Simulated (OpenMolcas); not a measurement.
Cu2+ (d9) on a cation site of an ionic host was computed by CASSCF with the d shell active (OpenMolcas, ANO-RCC-VDZP on the metal). Its lowest spin-free states, and all those of the highest spin:

```
2S+1  Degeneracy  E (cm-1)
   2           3       0.0
   2           2      2397
```

Is the site octahedral, tetrahedral or cube-like, axial, or of lower symmetry?

The states with 2S+1 = 2 have orbital degeneracies 3, 2. Threefold states need a cubic site. For d9 at this spin an octahedron puts the twofold E below the threefold T2 and a tetrahedron or cube puts the threefold T2 below the twofold E, so the site is a tetrahedron or a cube, which this pattern cannot tell apart. The first gap at this spin, 2400 cm-1, is |10Dq| in ligand-field theory. The run had Cu2+ with its 8 nearest fluoride ions at 2.238 Å, on the Ca site of CaF2 (a = 5.46294 Å, distance in the model lattice 2.366 Å). The rest of the host is ab initio model potentials to 7.6 Å and point charges beyond; the distance is set by hand and nothing relaxes. Ligand basis ANO-RCC-VDZP.

An orbital triplet at a regular site is open to Jahn-Teller coupling, which can distort the site and quench the lowest spin-orbit gaps and is left out. Ligand-to-metal charge-transfer states are missing. With metal d orbitals alone and no dynamic correlation 10Dq can be off by a tenth to a fifth, either way, in oxide and fluoride hosts. No measured value stands beside these numbers; the geometry was set by hand and not optimised.
